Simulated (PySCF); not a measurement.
How methods differ on the excitation energy of I

I [Kr] 4d10 5s2 5p5 (2P) → I [Kr] 4d10 5s2 5p4 6s1 (4P), as a difference of total energies. Calculation: PySCF 2.14, in aug-cc-pV5Z-PP with ECP28MDF (8s8p6d4f3g2h, 139 functions); a scalar-relativistic core potential. Correlated levels: valence: 4s2 4p6 4d10 frozen. The calculations carry no spin-orbit coupling.

```json
{"method": "UHF", "excitation energy (eV)": "6.300"}
{"method": "LDA", "excitation energy (eV)": "6.913"}
{"method": "PBE", "excitation energy (eV)": "6.746"}
{"method": "PBE0", "excitation energy (eV)": "6.857"}
{"method": "r2SCAN", "excitation energy (eV)": "6.992"}
{"method": "BHandHLYP", "excitation energy (eV)": "6.985"}
{"method": "B2PLYP", "excitation energy (eV)": "6.928"}
{"method": "B3LYP", "excitation energy (eV)": "6.915"}
{"method": "MP2 (valence)", "excitation energy (eV)": "6.858"}
{"method": "SCS-MP2 (valence)", "excitation energy (eV)": "6.992"}
```

How much does correlation contribute at MP2 (valence)?

6.858 − (6.300) = 0.558 eV, measured against UHF.

The promoted electron is Rydberg-like, and one or two diffuse shells describe it only roughly, which tends to raise the upper state.
